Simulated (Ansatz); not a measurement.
# A geometry optimisation of C3H4BeO with r2SCAN-D4/def2-SVP

The starting geometry of this gas-phase singlet is a saddle point at r2SCAN-D4/def2-SVP, pushed by 0.25 Å along its imaginary mode.

```xyz
9

C    -0.1463    1.3651   -0.8126
C     0.1167    0.5700    0.3678
C     0.3431   -0.1032    1.3681
Be    0.6438   -0.9847    2.7027
O     0.8957   -1.7285    3.8538
H    -0.1548    0.7408   -1.7166
H    -1.1234    1.8760   -0.7422
H     0.6396    2.1366   -0.9523
H     1.0851   -2.4633    4.4834
```

Problem. Predict what becomes of its bonds when it is optimised with r2SCAN-D4/def2-SVP.

Solution. It keeps its bonds.

The energy falls by 0.04 eV over 6 steps:

```csv
step,E − E(last) (eV)
1,0.038
2,0.001
3,0.000
4,0.000
5,0.000
6,0.000
```

Final geometry (Å):

```yaml
atoms:
  - { symbol: C, position_ang: [-0.1425, 1.3648, -0.8122] }
  - { symbol: C, position_ang: [0.1224, 0.5704, 0.3724] }
  - { symbol: C, position_ang: [0.3468, -0.1019, 1.3765] }
  - { symbol: Be, position_ang: [0.6442, -0.9924, 2.7077] }
  - { symbol: O, position_ang: [0.8974, -1.7356, 3.8580] }
  - { symbol: H, position_ang: [-0.1579, 0.7368, -1.7181] }
  - { symbol: H, position_ang: [-1.1177, 1.8739, -0.7407] }
  - { symbol: H, position_ang: [0.6299, 2.1385, -0.9540] }
  - { symbol: H, position_ang: [1.0768, -2.4457, 4.4626] }
```

The end wasn't checked by frequencies. Run with Ansatz 0.2.0, 16 s on 1 thread of Arm Neoverse V1, with other jobs on the host.
